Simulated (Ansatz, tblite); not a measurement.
Removing an electron: BeCl₂⁻ (the lowest doublet isomer of a short search). Total charge -1; doublet. Geometry: PBE-D4/def2-TZVPD. Ansatz, gas phase; energy differences of separate SCF runs; the oxidised species is a singlet (the triplet lies 4.42 eV higher at PBE0-D4/def2-TZVPD).

Cartesian coordinates in Å:
```
Be 0.038 -0.167 -0.599
Cl -1.700 0.260 0.145
Cl 1.663 -0.093 0.454
```

The xTB rows come from tblite. Correlated methods freeze 10 core orbitals. The structure comes from a short search, and lower isomers may exist.

Problem. Estimate orbital energies and vertical ionisation energies at: GFN1-xTB; GFN2-xTB; HF/def2-TZVPPD; PBE-D4/def2-TZVPD; r2SCAN-D4/def2-TZVPD; PBE0-D4/def2-TZVPD; MP2/def2-TZVPPD; CCSD/def2-TZVPPD; CCSD(T)/def2-TZVPPD.

Solution. 
| level | −HOMO (eV) | vertical IE (eV) | −LUMO (eV) | HOMO–LUMO gap (eV) | remarks |
| --- | --- | --- | --- | --- | --- |
| GFN1-xTB | – | 5.81 | – | – | – |
| GFN2-xTB | – | 5.25 | – | – | – |
| HF/def2-TZVPPD | – | 1.01 | – | – | – |
| PBE-D4/def2-TZVPD | -1.27 | 1.32 | -2.65 | 1.38 | HOMO above zero (-1 doublet) |
| r2SCAN-D4/def2-TZVPD | -1.15 | 1.35 | -2.85 | 1.70 | HOMO above zero (-1 doublet) |
| PBE0-D4/def2-TZVPD | -0.51 | 1.36 | -3.25 | 2.73 | HOMO above zero (-1 doublet) |
| MP2/def2-TZVPPD | – | 1.19 | – | – | – |
| CCSD/def2-TZVPPD | – | 1.21 | – | – | – |
| CCSD(T)/def2-TZVPPD | – | 1.21 | – | – | – |

  A HOMO above zero means that the electron is unbound at that level or that self-interaction error raises the level; the energy of removing that electron tells which. HOMO and LUMO are the levels of the spin that leaves or enters (xTB has no such levels and no spin-polarisation term). Other spin states of the ions may lie lower, which would lower the ionisation energy or raise the affinity. Raw xTB energy differences between charge states are shifted by several eV; the methods need an empirical correction for them.
